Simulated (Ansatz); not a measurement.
Species: C4H10F2Ge, charge 0, multiplicity 1. 
Geometry from a B3LYP-D3(BJ)/def2-TZVP (Ansatz, a first-principles code) optimisation:
SMILES: C[CH2][Ge]([F])([F])[CH2]C
```xyz
17

C     -2.3437     1.2780    -0.2248
C     -1.6913    -0.0556    -0.5991
Ge     0.0616    -0.2946     0.2188
F      0.6577    -1.8759    -0.2424
F     -0.1770    -0.4224     1.9495
C      1.4965     0.9871    -0.0928
C      1.8364     1.1478    -1.5771
H     -3.3279     1.3728    -0.6871
H     -1.7444     2.1284    -0.5573
H     -2.4750     1.3670     0.8546
H     -2.3016    -0.9010    -0.2773
H     -1.5641    -0.1467    -1.6799
H      1.1897     1.9370     0.3500
H      2.3576     0.6332     0.4762
H      0.9823     1.5158    -2.1497
H      2.1474     0.1997    -2.0183
H      2.6518     1.8602    -1.7144
```

Quantity: atomisation energy (electronic, to ground-state atoms), in eV. Valence correlation only, unless marked. UHF or UKS for open shells. No spin-orbit coupling. Frozen are the shells of the preceding noble gas and the d and f shells that filled before the atom's block. Non-relativistic. The coupled-cluster limit lacks core correlation, which all-electron functionals hold. CBS(X,Y): correlation extrapolated as X^-3; Hartree-Fock from the larger set. The bracket is a focal-point correction in the basis named.

| level | program | atomisation energy (eV) |
|---|---|---|
| HF/aug-cc-pVDZ | Ansatz | 50.47 |
| PBE-D3(BJ)/def2-TZVPD | Ansatz + dftd3 | 69.30 |
| MP2/cc-pVTZ | Ansatz | 67.81 |
| RI-MP2/CBS(cc-pVTZ,cc-pVQZ) | Ansatz | 69.49 |

What does RI-MP2/CBS(aug-cc-pVTZ,aug-cc-pVQZ)+[CCSD(T)-MP2]/aug-cc-pVTZ (Ansatz) give?

68.52 eV, so RI-MP2/CBS(cc-pVTZ,cc-pVQZ) differs from it by 0.97 eV.
